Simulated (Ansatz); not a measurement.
# Abstraction of H: GeH2(SiH3)2 + C2HF4O → GeH2(SiH2)(SiH3) + C2H2F4O

Species: GeH2(SiH3)2, singlet; C2HF4O `F[C](F)OC(F)F`, doublet; GeH2(SiH2)(SiH3), doublet; C2H2F4O `FC(F)OC(F)F`, singlet. A radical takes H: the energy is the difference in strength between the Si–H bond broken and the C–H bond made.

Shapes, held fixed at every level: PBE0-D4/def2-TZVP. Flexible molecules stand in one conformer, not always the lowest. Programs: Ansatz 0.2.0. Electronic energies: no zero-point or thermal term.

| level | kind | ΔE (kJ/mol) | less CCSD(T)/def2-TZVPP |
| --- | --- | --- | --- |
| PBE-D4/def2-TZVPP | GGA | -72.1 | +6.0 |
| r2SCAN-D4/def2-TZVPP | meta-GGA | -66.8 | +11.3 |
| B3LYP-D4/def2-TZVPP | global hybrid | -68.2 | +9.9 |
| PBE0-D4/def2-TZVPP | global hybrid | -73.7 | +4.4 |
| wB97X-V/def2-TZVPP | range-separated hybrid | -66.4 | +11.7 |
| B2PLYP/def2-TZVPP | double hybrid | -71.0 | +7.1 |
| MP2/def2-TZVPP | perturbation theory | -83.3 | -5.2 |
| CCSD(T)/def2-TZVPP | coupled cluster or CI | -78.1 | 0.0 |

The highest level, CCSD(T)/def2-TZVPP, gives ΔE = -78.1 kJ/mol; the levels span -83.3 to -66.4. The column of differences is taken from that level and isn't an error. No measured value is set beside it here. Open shells run unrestricted unless RO is named. Relativity is left out for Ge unless named. Correlated rows may include outer-core shells of Ge, which these sets cover unevenly.
